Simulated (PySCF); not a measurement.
PySCF input file for CdClH3OSi, SMILES [SiH3][O][Cd][Cl], PBE0-D3(BJ)/def2-SVP. Geometry: PBE0-D3(BJ)/def2-SVP. The def2 effective core potentials stand for the cores of Cd; spin–orbit coupling is left out. The values are those of a single conformer.

```python
import numpy as np
from pyscf import gto, scf, dft, df
from pyscf.hessian import thermo

mol = gto.M(
    atom='''
    Cd    0.12794188   -0.38800279   -0.00000000
    Cl   -0.27800251   -2.62015185    0.00000000
    O     0.56616840    1.51837681    0.00000000
    Si   -0.30048308    2.91981212    0.00000000
    H    -1.18841798    3.03043247   -1.20539517
    H     0.63908411    4.08146611    0.00000000
    H    -1.18841800    3.03043248    1.20539515
    ''',
    basis='def2-SVP',
    ecp={'Cd': 'def2-svp'},
    charge=0,
    spin=0,
    max_memory=1600,
    verbose=3,
)
mf = dft.RKS(mol, xc='pbe0').density_fit(auxbasis='def2-universal-jkfit')
mf.disp = 'd3bj'
mf.grids.level = 3
mf.conv_tol = 1e-11
mf.max_cycle = 100
mf.kernel()

# [left out here: the lines that compute and print the analytic Hessian (its translational invariance restored by hand, since the grid's response is missing), thermochemistry and intensities]
```

Program output:

```
converged SCF energy = -993.873262062121

WARN: DFTD3 does not support analytical Hessian, using finite difference


WARN: Mole.unit (angstrom) is changed to Bohr

Mode                                 0                   1                   2
Irrep
Freq [cm^-1]                       44.3214             57.1560            112.4000
Reduced mass [au]                   1.3034              8.6311             11.1708
Force const [Dyne/A]                0.0015              0.0166              0.0832
Char temp [K]                      63.7687             82.2347            161.7186
Normal mode                   x     y     z       x     y     z       x     y     z
       0  Cd                 0.00 -0.00 -0.02   -0.04 -0.01 -0.00   -0.00  0.00  0.05
       1  Cl                -0.00 -0.00  0.05    0.10 -0.03  0.00    0.00 -0.00 -0.07
       2   O                -0.00  0.00 -0.05   -0.05 -0.01  0.00    0.00 -0.00 -0.17
       3  Si                -0.00  0.00  0.04    0.07  0.07  0.00    0.00  0.00 -0.01
       4   H                 0.33  0.28 -0.18    0.09  0.15 -0.00   -0.00  0.14  0.00
       5   H                 0.00 -0.00  0.57    0.18 -0.02 -0.00    0.00 -0.00  0.12
       6   H                -0.33 -0.28 -0.18    0.09  0.15  0.00    0.00 -0.14  0.00
Mode                                 3                   4                   5
Irrep
Freq [cm^-1]                      129.4779            363.2062            485.3046
Reduced mass [au]                   8.9612             17.7567              8.7435
Force const [Dyne/A]                0.0885              1.3801              1.2133
Char temp [K]                     186.2898            522.5728            698.2452
Normal mode                   x     y     z       x     y     z       x     y     z
       0  Cd                -0.04  0.02 -0.00   -0.00 -0.02  0.00   -0.01 -0.05 -0.00
       1  Cl                 0.05  0.01  0.00    0.02  0.14 -0.00    0.01  0.05  0.00
       2   O                 0.15 -0.01  0.00   -0.07 -0.07 -0.00    0.11  0.09  0.00
       3  Si                 0.01 -0.09  0.00    0.02 -0.05  0.00   -0.03  0.08 -0.00
       4   H                 0.00 -0.18  0.00    0.03  0.01 -0.00   -0.05 -0.01  0.01
       5   H                -0.10 -0.00  0.00    0.10 -0.11  0.00   -0.18  0.21 -0.00
       6   H                 0.00 -0.18 -0.00    0.03  0.01  0.00   -0.05 -0.01 -0.01
Mode                                 6                   7                   8
Irrep
Freq [cm^-1]                      727.1111            732.9282            943.7648
Reduced mass [au]                   1.1974              1.2606              1.0511
Force const [Dyne/A]                0.3730              0.3990              0.5516
Char temp [K]                    1046.1510           1054.5205           1357.8674
Normal mode                   x     y     z       x     y     z       x     y     z
       0  Cd                -0.00 -0.00  0.00    0.00  0.00 -0.00   -0.00 -0.00 -0.00
       1  Cl                 0.00  0.00 -0.00   -0.00 -0.00  0.00   -0.00  0.00  0.00
       2   O                 0.00  0.00 -0.07   -0.08 -0.02 -0.00   -0.00  0.00  0.00
       3  Si                -0.00 -0.00  0.06    0.06  0.01  0.00    0.00  0.00 -0.04
       4   H                 0.28 -0.53 -0.21    0.03 -0.38 -0.02   -0.23 -0.34  0.12
       5   H                 0.00 -0.00 -0.14   -0.52  0.48 -0.00    0.00 -0.00  0.76
       6   H                -0.28  0.53 -0.21    0.03 -0.37  0.02    0.23  0.34  0.12
Mode                                 9                  10                  11
Irrep
Freq [cm^-1]                      953.6917            994.5603           1007.2268
Reduced mass [au]                   1.0588             12.8573              1.0962
Force const [Dyne/A]                0.5674              7.4931              0.6553
Char temp [K]                    1372.1500           1430.9508           1449.1751
Normal mode                   x     y     z       x     y     z       x     y     z
       0  Cd                 0.00  0.00 -0.00    0.00  0.01  0.00   -0.00 -0.00 -0.00
       1  Cl                 0.00 -0.00  0.00    0.00 -0.00 -0.00    0.00  0.00  0.00
       2   O                 0.01 -0.02 -0.00    0.07 -0.21  0.00   -0.00  0.01 -0.00
       3  Si                -0.04 -0.02 -0.00   -0.04  0.08 -0.00   -0.03  0.05  0.00
       4   H                 0.50  0.23 -0.36   -0.08  0.00  0.03    0.21 -0.49 -0.21
       5   H                -0.23  0.17  0.00   -0.05  0.07  0.00    0.40 -0.31 -0.00
       6   H                 0.50  0.23  0.36   -0.08  0.00 -0.03    0.21 -0.49  0.21
Mode                                12                  13                  14
Irrep
Freq [cm^-1]                     2186.6348           2195.3161           2232.9333
Reduced mass [au]                   1.0498              1.0323              1.0380
Force const [Dyne/A]                2.9575              2.9314              3.0492
Char temp [K]                    3146.0806           3158.5710           3212.6939
Normal mode                   x     y     z       x     y     z       x     y     z
       0  Cd                 0.00  0.00  0.00    0.00  0.00 -0.00    0.00 -0.00 -0.00
       1  Cl                -0.00 -0.00 -0.00   -0.00 -0.00  0.00   -0.00  0.00 -0.00
       2   O                 0.00 -0.00  0.00    0.00 -0.00 -0.00   -0.00  0.00  0.00
       3  Si                 0.00  0.00  0.04    0.03 -0.00 -0.00    0.02  0.03 -0.00
       4   H                -0.41  0.05 -0.55   -0.40  0.05 -0.56    0.05  0.00  0.04
       5   H                -0.00 -0.00  0.02   -0.04 -0.06 -0.00   -0.62 -0.76 -0.00
       6   H                 0.41 -0.05 -0.55   -0.40  0.05  0.56    0.05  0.00 -0.04
temperature 298.1500 [K]
pressure 101325.00 [Pa]
Rotational constants [GHz] 27.57597 0.88222 0.86343
Symmetry number 1
Zero-point energy (ZPE) 0.02999 [Eh]   78750.367 [J/mol]
                           tot       elec      trans        rot        vib
Entropy [J/mol/K]       365.654      0.000    174.507    113.504     77.643
Cv [J/mol/K]             82.834      0.000     12.472     12.472     57.890
Cp [J/mol/K]             91.148      0.000     20.786     12.472     57.890
Internal energy [J/mol]                      3718.434   3718.434  89268.182
Internal energy [Eh]   -993.83643  -993.87326
Enthalpy [J/mol]                             6197.391   3718.434  89268.182
Enthalpy [Eh]          -993.83548
Gibbs free energy [J/mol]                  -45831.945 -30122.862  66119.015
Gibbs free energy [Eh] -993.87701
mode   freq/cm-1   IR/(km/mol)
   1       44.32         0.187
   2       57.16         2.290
   3      112.40        16.595
   4      129.48        11.623
   5      363.21        10.274
   6      485.30        31.462
   7      727.11        61.644
   8      732.93        55.296
   9      943.76        81.589
  10      953.69        77.499
  11      994.56       429.347
  12     1007.23       353.623
  13     2186.63       192.589
  14     2195.32       125.598
  15     2232.93       153.142
max |gradient| / (hartree/bohr): 7.871081957055407e-05
APT charges: [ 1.1236 -0.503  -1.1876  1.5067 -0.3166 -0.3064 -0.3166]
```

The run converged.
